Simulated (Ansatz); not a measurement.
`CCB(C)N` + H₂S → `CCB(N)S` + CH₄  (ligand exchange at a B–C bond)

Program: Ansatz. Geometries: PBE0-D4/def2-TZVP. ΔE: electronic, gas phase. CBS: MP2 limit from def2 TZ/QZ plus the TZ coupled-cluster correction, frozen cores. This one scheme is used for every species. DFT in def2-TZVPP. One conformer a species, not always the lowest.

| level | ΔE (kJ/mol) |
| --- | --- |
| BHLYP | -71.1 |
| HF/def2-TZVPP | -69.8 |

Question: What does CCSD(T)/CBS give? (An estimate is asked.)

Answer: Ansatz gave: -72.8 kJ/mol. The listed levels differ from it by 1.7, 3.0 kJ/mol.

Largest T1 diagnostic among the species: 0.011.

Leaving LDA and LC-ωPBE aside and taking each functional with its dispersion term where it has one, the values, not all of them listed here, spread over 7.1 kJ/mol, from r2SCAN-D4 to CAM-B3LYP-D4.

CCSD(T)/CBS has its own doubt, a few kJ/mol and more with outer-core shells, so smaller differences from it don't rank the levels.
